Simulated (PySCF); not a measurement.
Isomers of C5H12O2Si, mass 132.061 u with the commonest isotopes. Theory: PBE0/pcSseg-1 in PySCF (dipole) on a GFN2-xTB geometry, gas phase. One conformer each, none proved a minimum here; rigid rotors.

Problem. Order these by radius of gyration √(Σ m r²/M), largest first.
A. `[CH3:1][CH2:2][CH2:3][C:4](=[O:5])[CH2:6][SiH2:7][OH:8]` with C1–C2–C3–C4 178°, C2–C3–C4–O5 -8°, C3–C4–C6–Si7 -108°, C4–C6–Si7–O8 -45°, C6–Si7–O8–H 14°
B. `[CH3:1][O:2][Si@H:3]1[CH2:4][CH2:5][CH2:6][O:7][CH2:8]1` with C1–O2–Si3–C4 72°, O2–Si3–C4–C5 155°, Si3–C4–C5–C6 -53°, C4–C5–C6–O7 69°, C5–C6–O7–C8 -76°
C. `[CH3:1][Si:2]1([CH3:3])[CH2:4][C@H:5]([OH:6])[CH2:7][O:8]1` with C4–C5–O6–H -65°, C1–Si2–C4–C5 -98°, Si2–C4–C5–O6 88°, C4–C5–C7–O8 41°, C5–C7–O8–Si2 -30°

Solution. A (2.365 Å), B (2.093 Å), C (1.941 Å).

Problem. Order these by rotational constant B, largest first.
A. `[CH3:1][CH2:2][CH2:3][C:4](=[O:5])[CH2:6][SiH2:7][OH:8]` with C1–C2–C3–C4 178°, C2–C3–C4–O5 -8°, C3–C4–C6–Si7 -108°, C4–C6–Si7–O8 -45°, C6–Si7–O8–H 14°
B. `[CH3:1][O:2][Si@H:3]1[CH2:4][CH2:5][CH2:6][O:7][CH2:8]1` with C1–O2–Si3–C4 72°, O2–Si3–C4–C5 155°, Si3–C4–C5–C6 -53°, C4–C5–C6–O7 69°, C5–C6–O7–C8 -76°
C. `[CH3:1][Si:2]1([CH3:3])[CH2:4][C@H:5]([OH:6])[CH2:7][O:8]1` with C4–C5–O6–H -65°, C1–Si2–C4–C5 -98°, Si2–C4–C5–O6 88°, C4–C5–C7–O8 41°, C5–C7–O8–Si2 -30°

Solution. C (1331 MHz), B (1112 MHz), A (771.4 MHz).

Problem. Order these by out-of-plane moment Σ m c² = (Ia + Ib − Ic)/2, smallest first.
A. `[CH3:1][O:2][Si@H:3]1[CH2:4][CH2:5][CH2:6][O:7][CH2:8]1` with C1–O2–Si3–C4 72°, O2–Si3–C4–C5 155°, Si3–C4–C5–C6 -53°, C4–C5–C6–O7 69°, C5–C6–O7–C8 -76°
B. `[CH3:1][Si:2]1([CH3:3])[CH2:4][C@H:5]([OH:6])[CH2:7][O:8]1` with C4–C5–O6–H -65°, C1–Si2–C4–C5 -98°, Si2–C4–C5–O6 88°, C4–C5–C7–O8 41°, C5–C7–O8–Si2 -30°
C. `[CH3:1][CH2:2][CH2:3][C:4](=[O:5])[CH2:6][SiH2:7][OH:8]` with C1–C2–C3–C4 178°, C2–C3–C4–O5 -8°, C3–C4–C6–Si7 -108°, C4–C6–Si7–O8 -45°, C6–Si7–O8–H 14°

Solution. A (23.60 u·Å²), C (61.56 u·Å²), B (74.66 u·Å²).

```
               SMILES  point group  Ia (u·Å²)  Ib (u·Å²)  Ic (u·Å²)      κ  μa (D)  μb (D)  μc (D)
C[Si]1(C)C[C@H](O)CO1           C1     192.37     379.57     422.63  -0.81    1.45    0.40    0.85
      CO[Si@H]1CCCOC1           C1     147.57     454.42     554.79  -0.84    1.41    1.79    0.46
     CCCC(=O)C[SiH2]O           C1     145.34     655.16     677.39  -0.98    1.48    2.76    0.70
```
